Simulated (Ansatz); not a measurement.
Mulliken charges of C$_{2}$H$_{4}$ClGaO (`O/C(Cl)=[CH]/[GaH2]`) from r2SCAN/def2-TZVPP in Ansatz (PBE0-D4/def2-TZVP geometry).

| atom | x (Å) | y (Å) | z (Å) | charge (e) |
| --- | --- | --- | --- | --- |
| O1 | -0.460 | 1.716 | 1.444 | -0.271 |
| C2 | -0.291 | 0.546 | 0.816 | 0.292 |
| Cl3 | -0.787 | -0.810 | 1.789 | -0.101 |
| C4 | 0.202 | 0.431 | -0.417 | -0.338 |
| Ga5 | 0.488 | -1.195 | -1.419 | 0.226 |
| H6 | -0.828 | 1.568 | 2.322 | 0.221 |
| H7 | 0.454 | 1.391 | -0.863 | 0.094 |
| H8 | 1.084 | -1.053 | -2.862 | -0.069 |
| H9 | 0.138 | -2.593 | -0.809 | -0.054 |

Problem. By hand: the dipole of these point charges (1 e Å = 4.8032 D).

Solution. Σ q r = (-0.061, 0.050, 0.160) e Å, of length 0.178 e Å = 0.85 D.

Problem. How does the dipole of the full density compare? (Estimate.)

Solution. Computed: (-0.118, 0.185, 0.324) e Å, 1.88 D; the point charges give 0.45 times that, at 12° from its direction.

Point charges leave out the atoms' own dipoles, such as those of lone pairs, and Mulliken's split depends on the basis, so the two needn't agree.
